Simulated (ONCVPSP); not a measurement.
# Reading a pseudo-wave (chlorine (Cl))

Columns: radius, all-electron u(r) and pseudo u(r) of the 3s shell (level -20.85 eV) of chlorine in the configuration [Ne] 3s1.5 3p5.5; LDA (Perdew-Wang 92), non-relativistic, ONCV scheme, ONCVPSP 4.0.1.

```json
{"r (bohr)": "0.053", "all-electron": "0.2344", "pseudo": "0.0142"}
{"r (bohr)": "0.105", "all-electron": "0.0738", "pseudo": "0.0305"}
{"r (bohr)": "0.158", "all-electron": "-0.1547", "pseudo": "0.0508"}
{"r (bohr)": "0.210", "all-electron": "-0.3276", "pseudo": "0.0743"}
{"r (bohr)": "0.262", "all-electron": "-0.4214", "pseudo": "0.1010"}
{"r (bohr)": "0.315", "all-electron": "-0.4403", "pseudo": "0.1311"}
{"r (bohr)": "0.368", "all-electron": "-0.3984", "pseudo": "0.1650"}
{"r (bohr)": "0.420", "all-electron": "-0.3160", "pseudo": "0.2034"}
{"r (bohr)": "0.473", "all-electron": "-0.2051", "pseudo": "0.2488"}
{"r (bohr)": "0.525", "all-electron": "-0.0822", "pseudo": "0.2992"}
{"r (bohr)": "0.578", "all-electron": "0.0478", "pseudo": "0.3543"}
{"r (bohr)": "0.630", "all-electron": "0.1734", "pseudo": "0.4094"}
{"r (bohr)": "0.683", "all-electron": "0.2947", "pseudo": "0.4643"}
{"r (bohr)": "0.735", "all-electron": "0.4040", "pseudo": "0.5164"}
{"r (bohr)": "0.788", "all-electron": "0.5039", "pseudo": "0.5691"}
{"r (bohr)": "0.840", "all-electron": "0.5897", "pseudo": "0.6217"}
{"r (bohr)": "0.893", "all-electron": "0.6646", "pseudo": "0.6763"}
{"r (bohr)": "0.945", "all-electron": "0.7260", "pseudo": "0.7288"}
{"r (bohr)": "0.998", "all-electron": "0.7770", "pseudo": "0.7772"}
{"r (bohr)": "1.050", "all-electron": "0.8161", "pseudo": "0.8161"}
{"r (bohr)": "1.102", "all-electron": "0.8455", "pseudo": "0.8455"}
{"r (bohr)": "1.155", "all-electron": "0.8665", "pseudo": "0.8665"}
{"r (bohr)": "1.208", "all-electron": "0.8792", "pseudo": "0.8792"}
{"r (bohr)": "1.260", "all-electron": "0.8847", "pseudo": "0.8847"}
{"r (bohr)": "1.313", "all-electron": "0.8841", "pseudo": "0.8841"}
{"r (bohr)": "1.365", "all-electron": "0.8783", "pseudo": "0.8783"}
```

**Question.** How many radial nodes do the two functions have?

**Answer.** The all-electron 3s function has n − l − 1 = 2; the pseudo-wave has 0, since the states of the same l below it are removed with the core.

**Question.** At about which radius was the pseudo-wave matched?

**Answer.** 1.05 bohr, where the columns begin to agree (steps of 0.05 bohr).

**Question.** Is the pseudo-wave norm-conserving?

**Answer.** Yes: the ONCV scheme keeps the norm inside the radius equal to the all-electron one, which fixes the energy derivative of the logarithmic derivative at the level.
